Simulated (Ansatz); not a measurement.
Cost and result for the atomization energy of C2H4BBrO (`BrB1CCO1`) (9 atoms, 9 bonds).

```xyz
9

Br   -2.029   -2.106    0.621
B    -0.841   -0.660    0.268
C     0.629   -0.463   -0.251
C     0.214    0.996   -0.025
O    -1.131    0.654    0.442
H     1.434   -0.826    0.387
H     0.831   -0.737   -1.286
H     0.750    1.527    0.763
H     0.143    1.615   -0.919
```

The species carries charge 0 and has multiplicity 1. Correlated methods include outer-core shells of Br, which these sets cover unevenly. Scalar relativity is left out up to krypton. The structure was optimised at the PBE0-D4/def2-TZVP level. Program: Ansatz. All runs use 4 threads of an Arm Neoverse V2 on a shared host. Times are those of one run each, without the atoms' runs, and a repeat can differ threefold. Electronic energies, without spin–orbit coupling; frozen cores. CCSD(T)/CBS adds CCSD(T) − MP2 in def2-TZVPP to the MP2 limit, and its time is that of the two runs behind it. T1 = 0.012. With those shells the extrapolation isn't a true limit. B3LYP takes the VWN-RPA correlation (the form of Gaussian; ORCA's B3LYP/G).

CCSD(T)/CBS is a level of theory with its own doubt, some kJ/mol a heavy atom from the limit and from the frozen cores, so smaller differences don't rank the functionals.

| level | functions | wall time |
| --- | --- | --- |
| PBE-D4/def2-TZVPP (with forces) | 228 | 2.4 s |
| PBE0-D4/def2-TZVPP | 228 | 2.7 s |
| B3LYP-D4/def2-TZVPP (with forces) | 228 | 4.2 s |
| r2SCAN-D4/def2-TZVPP (with forces) | 228 | 4.9 s |
| B2PLYP/def2-TZVPP | 228 | 5.5 s |
| ωB97X-V/def2-TZVPP | 228 | 7.5 s |
| ωB97M-V/def2-TZVPP (with forces) | 228 | 11 s |
| MP2/def2-QZVPP | 437 | 19 s |
| CCSD(T)/def2-TZVPP | 228 | 2.6 min |
| CCSD(T)/CBS(def2) | – | 2.9 min |

Problem. What atomization energy does each give, and how far from CCSD(T)/CBS? (Estimate.)

Solution. Ansatz gave: 
```csv
level,atomization (kJ/mol),difference from CCSD(T)/CBS,per bond
PBE-D4/def2-TZVPP (with forces),3789.0,120.3,13.4
PBE0-D4/def2-TZVPP,3714.8,46.1,5.1
B3LYP-D4/def2-TZVPP (with forces),3661.4,-7.3,-0.8
r2SCAN-D4/def2-TZVPP (with forces),3706.5,37.8,4.2
B2PLYP/def2-TZVPP,3637.6,-31.1,-3.5
ωB97X-V/def2-TZVPP,3679.6,10.9,1.2
ωB97M-V/def2-TZVPP (with forces),3686.3,17.6,2.0
MP2/def2-QZVPP,3736.6,67.9,7.5
CCSD(T)/def2-TZVPP,3578.9,-89.8,-10.0
CCSD(T)/CBS(def2),3668.7,0.0,0.0
```

In def2-TZVPP, CCSD(T) changes the Hartree–Fock value by +879.4 kJ/mol (the triples alone add +63.7 kJ/mol) and MP2 by +984.7 kJ/mol; breaking electron pairs costs correlation energy, which Hartree–Fock lacks. From PBE to PBE0 (25 % exact exchange), in def2-TZVPP and without D4, the atomization energy moves by −71.2 kJ/mol: exact exchange takes away binding that semilocal exchange gives to molecules. The D4 term adds +29.6 kJ/mol with B3LYP and +15.4 kJ/mol with PBE0; it sums over pairs of atoms, weighted by their polarisabilities, and B3LYP, whose exchange is more repulsive, gets the larger term.
